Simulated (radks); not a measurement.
Coulomb parameter of the 5d shell of the osmium ion Os2+ in the model configuration [Xe] 4f14 5d5 6p1, as a second difference U = [E(n + 0.25) + E(n - 0.25) - 2 E(n)] / (0.25)^2 with all orbitals relaxed. "Bare": the charge of the atom changes with n. "Screened": the 6p shell takes up the change at fixed total charge, which measures U(5d,5d) + U(6p,6p) - 2 U(5d,6p). All-electron calculation, scalar-relativistic Kohn-Sham, PBE, spin-unpolarised, spherical densities, finite nucleus; Fermi nuclear charge, rms radius 5.4126 fm. Program: a radial shooting solver on a logarithmic mesh with Libxc functionals.

case,configuration,E - E(n) (eV)
start,[Xe] 4f14 5d5 6p1,0.000
bare +0.25,[Xe] 4f14 5d5.25 6p1,-6.275
bare -0.25,[Xe] 4f14 5d4.75 6p1,7.006
screened +0.25,[Xe] 4f14 5d5.25 6p0.75,-2.731
screened -0.25,[Xe] 4f14 5d4.75 6p1.25,2.859

U(bare) = 11.690 eV, U(screened by 6p) = 2.058 eV, against the Slater integral F0(5d,5d) = 15.041 eV with frozen orbitals.
